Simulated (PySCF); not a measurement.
Se(H)(SeH) (H2Se2), SMILES [SeH][SeH].

Geometry optimised at PBE0-D3(BJ)/def2-TZVP.

Vertical ionisation energy (IE) and electron affinity (EA) in eV. Rows of orbital energies are one-electron estimates. Where ΔSCF, EOM or ADC give a negative EA the extra electron is unbound and the value depends on the basis.

| level | IE | EA |
|---|---|---|
| −ε(HOMO), −ε(LUMO), CAM-B3LYP/def2-TZVPD (PySCF) | 8.51 | 0.82 |
| ADC(2)/aug-cc-pVDZ (PySCF) | 8.97 | -0.05 |

Problem. Beyond the first one, list the lowest photoelectron lines from ADC(2)/aug-cc-pVDZ (PySCF 2.14.0) with their pole strengths (two spins summed). (The exact figures need the calculation; the answer reports its results.)

Solution. 8.99 eV (1.81), 11.37 eV (1.81), 12.99 eV (1.78), 13.97 eV (1.79), 20.05 eV (1.37).
